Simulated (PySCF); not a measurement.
Name the molecule from its bond curve

A diatomic of charge 0 contains Sn. Its triplet curve at PBE0 in a double-zeta basis (scalar-relativistic core potentials, PySCF), in eV from the separated fragments:

| R (Å) | E (eV) |
| --- | --- |
| 2.397 | -0.495 |
| 2.508 | -0.736 |
| 2.620 | -0.865 |
| 2.703 | -0.910 |
| 2.787 | -0.921 |
| 2.871 | -0.908 |
| 2.982 | -0.865 |
| 3.121 | -0.786 |
| 3.289 | -0.676 |
| 3.512 | -0.529 |

The fit gives ωe = 219 cm⁻¹ and the rotational constant Bₑ = 0.1091 cm⁻¹.

Problem. Which atom is the partner?

Solution. The minimum lies at 2.780 Å, so the reduced mass is 16.8576 u Å² cm⁻¹/(Bₑ·Re²) = 19.99 u. With Sn at 119.90 u the partner weighs about 24.0 u: Mg. The molecule is MgSn.

Spin–orbit coupling is left out. The state was picked by a PBE0 search and need not be the measured ground state.
